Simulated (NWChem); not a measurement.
System: C2H2Br2; SMILES Br/C=C\Br

Input file for NWChem:

```
start job
memory heap 200 mb stack 900 mb global 1100 mb
geometry units angstroms noautosym nocenter noautoz
  Br    -1.785379     0.000000     0.263603
  C     -0.664852     0.000000    -1.261570
  C      0.664852     0.000000    -1.261570
  Br     1.785379     0.000000     0.263603
  H     -1.215252     0.000000    -2.195718
  H      1.215252     0.000000    -2.195718
end
basis spherical
  Br library def2-svp
  C library def2-svp
  H library def2-svp
end
dft
  xc xpbe96 cpbe96
  iterations 150
end
cosmo
  dielec 4.8
end
task dft energy
```

NWChem printed, in part:

```
             Northwest Computational Chemistry Package (NWChem) 7.3.0
             --------------------------------------------------------

                             Geometry "geometry" -> ""
                             -------------------------

 Output coordinates in angstroms (scale by  1.889725989 to convert to a.u.)

  No.       Tag          Charge          X              Y              Z
 ---- ---------------- ---------- -------------- -------------- --------------
    1 Br                  35.0000    -1.78537900     0.00000000     0.26360300
    2 C                    6.0000    -0.66485200     0.00000000    -1.26157000
    3 C                    6.0000     0.66485200     0.00000000    -1.26157000
    4 Br                  35.0000     1.78537900     0.00000000     0.26360300
    5 H                    1.0000    -1.21525200     0.00000000    -2.19571800
    6 H                    1.0000     1.21525200     0.00000000    -2.19571800

 Effective nuclear repulsion energy (a.u.)     423.6328879700

  pbe96 is a nonlocal functional; adding pw91lda local functional.

                                 NWChem DFT Module
                                 -----------------

 Summary of "ao basis" -> "ao basis" (spherical)
 ------------------------------------------------------------------------------
       Tag                 Description            Shells   Functions and Types
 ---------------- ------------------------------  ------  ---------------------
 Br                         def2-svp                12       32   5s4p3d
 C                          def2-svp                 6       14   3s2p1d
 H                          def2-svp                 3        5   2s1p

 in cosmo_initialize ...

 solvent parameters
 solvname_short: unkn
 solvname_long:  unknown
 dielec:        4.8000

          ---------------
          -cosmo- solvent
          ---------------
 Cosmo: York-Karplus, doi: 10.1021/jp992097l
 dielectric constant -eps-     =   4.80
 screen = (eps-1)/(eps    )    =   0.79167
 surface charge correction     = lagrangian

   van der Waals surface
 --------------------------

[...]

                                   COSMO solvation results
                                   -----------------------

                 gas phase energy =     -5224.143108287812
                 sol phase energy =     -5224.146628919675
 (electrostatic) solvation energy =         0.003520631863 (    2.21 kcal/mol)

                       DFT Final Molecular Orbital Analysis
                       ------------------------------------

 Vector   40  Occ=2.000000D+00  E=-2.690999D-01
              MO Center=  5.4D-06,  3.7D-08,  1.1D-01, r^2= 4.5D+00
   Bfn.  Coefficient  Atom+Function         Bfn.  Coefficient  Atom+Function
  ----- ------------  ---------------      ----- ------------  ---------------
    15      0.351353  1 Br px                75     -0.351354  4 Br px
    12      0.295473  1 Br px                72     -0.295474  4 Br px
    17      0.221854  1 Br pz                77      0.221854  4 Br pz
    14      0.208954  1 Br pz                74      0.208955  4 Br pz
     9     -0.197074  1 Br px                69      0.197074  4 Br px

 Vector   41  Occ=2.000000D+00  E=-2.531610D-01
              MO Center= -5.4D-06, -5.2D-08,  1.8D-01, r^2= 4.8D+00
   Bfn.  Coefficient  Atom+Function         Bfn.  Coefficient  Atom+Function
  ----- ------------  ---------------      ----- ------------  ---------------
    15      0.313802  1 Br px                75      0.313800  4 Br px
    12      0.297243  1 Br px                72      0.297242  4 Br px
    17      0.294086  1 Br pz                77     -0.294085  4 Br pz
    14      0.263059  1 Br pz                74     -0.263058  4 Br pz
     9     -0.194975  1 Br px                69     -0.194975  4 Br px

 Vector   42  Occ=2.000000D+00  E=-2.238726D-01
              MO Center=  6.8D-07, -1.4D-08, -3.5D-01, r^2= 4.0D+00
   Bfn.  Coefficient  Atom+Function         Bfn.  Coefficient  Atom+Function
  ----- ------------  ---------------      ----- ------------  ---------------
    16      0.373909  1 Br py                76      0.373910  4 Br py
    13      0.305125  1 Br py                73      0.305125  4 Br py
    37     -0.301075  2 C  py                51     -0.301076  3 C  py
    10     -0.201512  1 Br py                70     -0.201512  4 Br py
    40     -0.197892  2 C  py                54     -0.197893  3 C  py

 Vector   43  Occ=0.000000D+00  E=-5.192634D-02
              MO Center= -8.3D-07,  1.3D-08, -1.1D+00, r^2= 2.7D+00
   Bfn.  Coefficient  Atom+Function         Bfn.  Coefficient  Atom+Function
  ----- ------------  ---------------      ----- ------------  ---------------
    40      0.589500  2 C  py                54     -0.589500  3 C  py
    37      0.452967  2 C  py                51     -0.452967  3 C  py
    16     -0.227975  1 Br py                76      0.227975  4 Br py
    13     -0.131310  1 Br py                73      0.131310  4 Br py
    10      0.085508  1 Br py                70     -0.085508  4 Br py

 Vector   44  Occ=0.000000D+00  E=-5.097517D-02
              MO Center=  3.0D-06,  3.4D-09, -2.4D-01, r^2= 4.4D+00
   Bfn.  Coefficient  Atom+Function         Bfn.  Coefficient  Atom+Function
  ----- ------------  ---------------      ----- ------------  ---------------
    17      0.522478  1 Br pz                77      0.522479  4 Br pz
    35      0.476292  2 C  s                 49      0.476293  3 C  s
    15     -0.373309  1 Br px                75      0.373309  4 Br px
     5     -0.341919  1 Br s                 65     -0.341920  4 Br s
    41      0.310476  2 C  pz                55      0.310476  3 C  pz

[...]
```

Level: PBE/def2-SVP, COSMO on the gas-phase geometry. Coordinates come from a B3LYP/6-31G* (spherical d) optimisation. COSMO prints the solvation energy as gas minus solution, so a positive value is a stabilisation.
